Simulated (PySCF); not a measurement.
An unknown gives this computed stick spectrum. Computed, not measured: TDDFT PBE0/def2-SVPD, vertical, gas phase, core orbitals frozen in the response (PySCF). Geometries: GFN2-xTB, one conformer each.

```csv
state,ν̃ (cm⁻¹),f,"main configurations (H = HOMO, L = LUMO)"
S1,44460,0.572,H→L (97%)
S2,50190,0.0001,H→L+1 (93%)
S3,54040,0.0093,"H-1→L (50%), H→L+2 (50%)"
S4,55140,0.0082,H→L+3 (93%)
S5,56110,0.0001,H-2→L (98%)
S6,59770,0.0006,H-3→L (96%)
```

Triplets computed (Tamm–Dancoff): 3.06, 4.93 eV.

Orbital energies (eV): HOMO-3 -10.72, HOMO-2 -10.20, HOMO-1 -9.75, HOMO -7.45, LUMO -1.76, LUMO+1 0.07, LUMO+2 0.54.

Problem. Which structure fits?
A. `C=C/C(=C(/F)Cl)C(F)(F)F`
B. `C=C(F)C(F)(F)C(F)(F)F`
C. `FCc1ccc(Cl)cc1`
D. `Cc1ccc(F)cc1Cl`

Solution. A. Its S1 lies at 5.51 eV; the nearest of the others has S1 at 5.22 eV. S1 is HOMO→LUMO (97%). Löwdin shares by element: HOMO carbon 76% or more (atoms not listed hold the other 24%); LUMO carbon 74% or more (atoms not listed hold the other 26%). At the same level the other candidates give, for their lowest levels:
- `FCc1ccc(Cl)cc1`: 5.22 eV (f 0.009); 5.81 eV (f 0.166); 6.42 eV (f 0.000); 6.75 eV (f 0.334); 6.90 eV (f 0.607); T1 3.96 eV; HOMO -7.16, LUMO -0.79 eV
- `C=C(F)C(F)(F)C(F)(F)F`: 7.39 eV (f 0.358); 7.98 eV (f 0.004); 8.03 eV (f 0.001); 8.20 eV (f 0.047); 9.21 eV (f 0.002); T1 4.31 eV; HOMO -8.76, LUMO -1.08 eV
- `Cc1ccc(F)cc1Cl`: 5.21 eV (f 0.029); 5.92 eV (f 0.039); 6.40 eV (f 0.001); 6.66 eV (f 0.417); 6.84 eV (f 0.007); T1 3.99 eV; HOMO -7.16, LUMO -0.83 eV

Conformer computed: `[CH2:1]=[CH:2]/[C:3](=[C:4](/[F:5])[Cl:6])[C:7]([F:8])([F:9])[F:10]`: C1–C2–C3–C4 179°, C2–C3–C7–F8 180°.
